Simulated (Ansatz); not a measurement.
Input for Ansatz (a quantum-chemistry and plane-wave program): R-wB97X-V/def2-TZVPP on Cl3FTi (SMILES [F][Ti]([Cl])([Cl])[Cl]).

Ansatz 0.2 input:
```yaml
crystal:
  periodic: [false, false, false]
  atoms:
    - {symbol: Ti, position_ang: [-0.01303930, 0.07311914, -0.03999679]}
    - {symbol: Cl, position_ang: [2.12419498, -0.19678402, 0.29320552]}
    - {symbol: Cl, position_ang: [-1.05353831, 0.10203754, 1.87524938]}
    - {symbol: Cl, position_ang: [-0.77493940, -1.56390600, -1.26118466]}
    - {symbol: F, position_ang: [-0.28267797, 1.58553335, -0.86727346]}
basis:
  gaussian:
    orbitals: def2-TZVPP
hamiltonian:
  xc: {name: wB97X-V}
scf: {lower_state_search: off}
```

### Question
Predict the final total energy.

### Answer
-2329.9082 hartree.

### Question
How many basis functions does it have, and what does it roughly cost on one machine?

### Answer
221 functions; about 13 core-seconds (a rough figure).
